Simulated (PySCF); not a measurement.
Isomers of C6H9NOSi, mass 139.045 u with the commonest isotopes. Method: PBE0/pcSseg-1 in PySCF (dipole) on a GFN2-xTB geometry, gas phase. One conformer each, none proved a minimum here; rigid rotors.

Question: Order these by rotational constant B, largest first.
A. `[CH3:1][O:2][SiH2:3][c:4]1[cH:5][cH:6][cH:7][n:8][cH:9]1` with C1–O2–Si3–C4 180°, O2–Si3–C4–C5 -4°
B. `[CH:1]#[C:2][C@@H:3](/[CH:4]=[CH:5]/[SiH3:6])[NH:7][CH:8]=[O:9]` with C2–C3–C4–C5 -120°, C2–C3–N7–C8 129°, C3–N7–C8–O9 -1°
C. `[CH:1]#[C:2][CH2:3][C:4](=[O:5])[C:6](=[CH2:7])[SiH2:8][NH2:9]` with C2–C3–C4–O5 130°, C3–C4–C6–C7 -33°, C4–C6–Si8–N9 -171°, C6–Si8–N9–H 52° and -172°
D. `[N:1]#[C:2]/[CH:3]=[C:4]1\[CH2:5][SiH2:6][CH2:7][CH2:8][O:9]1` with C3–C4–C5–Si6 -122°, C4–C5–Si6–C7 -42°, C5–Si6–C7–C8 -8°, Si6–C7–C8–O9 59°

Answer: D (934.6 MHz), C (909.6 MHz), A (753.1 MHz), B (735.6 MHz).

Question: Order these by out-of-plane moment Σ m c² = (Ia + Ib − Ic)/2, smallest first.
A. `[N:1]#[C:2]/[CH:3]=[C:4]1\[CH2:5][SiH2:6][CH2:7][CH2:8][O:9]1` with C3–C4–C5–Si6 -122°, C4–C5–Si6–C7 -42°, C5–Si6–C7–C8 -8°, Si6–C7–C8–O9 59°
B. `[CH:1]#[C:2][CH2:3][C:4](=[O:5])[C:6](=[CH2:7])[SiH2:8][NH2:9]` with C2–C3–C4–O5 130°, C3–C4–C6–C7 -33°, C4–C6–Si8–N9 -171°, C6–Si8–N9–H 52° and -172°
C. `[CH:1]#[C:2][C@@H:3](/[CH:4]=[CH:5]/[SiH3:6])[NH:7][CH:8]=[O:9]` with C2–C3–C4–C5 -120°, C2–C3–N7–C8 129°, C3–N7–C8–O9 -1°
D. `[CH3:1][O:2][SiH2:3][c:4]1[cH:5][cH:6][cH:7][n:8][cH:9]1` with C1–O2–Si3–C4 180°, O2–Si3–C4–C5 -4°
E. `[CH:1]#[C:2][Si@@H:3]([C:4]#[N:5])[CH2:6][CH2:7][O:8][CH3:9]` with C2–Si3–C6–C7 -157°, Si3–C6–C7–O8 -33°, C6–C7–O8–C9 166°

Answer: D (4.54 u·Å²), A (26.35 u·Å²), C (34.29 u·Å²), E (40.59 u·Å²), B (60.72 u·Å²).

Question: Order these by rotational constant A, largest first.
A. `[N:1]#[C:2]/[CH:3]=[C:4]1\[CH2:5][SiH2:6][CH2:7][CH2:8][O:9]1` with C3–C4–C5–Si6 -122°, C4–C5–Si6–C7 -42°, C5–Si6–C7–C8 -8°, Si6–C7–C8–O9 59°
B. `[CH:1]#[C:2][C@@H:3](/[CH:4]=[CH:5]/[SiH3:6])[NH:7][CH:8]=[O:9]` with C2–C3–C4–C5 -120°, C2–C3–N7–C8 129°, C3–N7–C8–O9 -1°
C. `[CH3:1][O:2][SiH2:3][c:4]1[cH:5][cH:6][cH:7][n:8][cH:9]1` with C1–O2–Si3–C4 180°, O2–Si3–C4–C5 -4°
D. `[CH:1]#[C:2][CH2:3][C:4](=[O:5])[C:6](=[CH2:7])[SiH2:8][NH2:9]` with C2–C3–C4–O5 130°, C3–C4–C6–C7 -33°, C4–C6–Si8–N9 -171°, C6–Si8–N9–H 52° and -172°
E. `[CH:1]#[C:2][Si@@H:3]([C:4]#[N:5])[CH2:6][CH2:7][O:8][CH3:9]` with C2–Si3–C6–C7 -157°, Si3–C6–C7–O8 -33°, C6–C7–O8–C9 166°

Answer: C (3947 MHz), A (2621 MHz), E (2338 MHz), D (2128 MHz), B (1673 MHz).

```tsv
SMILES	point group	Ia (u·Å²)	Ib (u·Å²)	Ic (u·Å²)	κ	μa (D)	μb (D)	μc (D)
C#CCC(=O)C(=C)[SiH2]N	C1	237.45	555.60	671.60	-0.77	0.06	3.12	0.61
C#C[Si@@H](C#N)CCOC	C1	216.14	565.32	700.27	-0.79	0.54	3.50	0.08
N#C/C=C1\C[SiH2]CCO1	C1	192.85	540.73	680.88	-0.80	6.27	0.83	0.61
C#C[C@@H](/C=C/[SiH3])NC=O	C1	302.14	687.04	920.61	-0.67	0.29	2.16	2.70
CO[SiH2]c1cccnc1	near Cs	128.05	671.06	790.02	-0.93	2.57	1.40	0.06
```
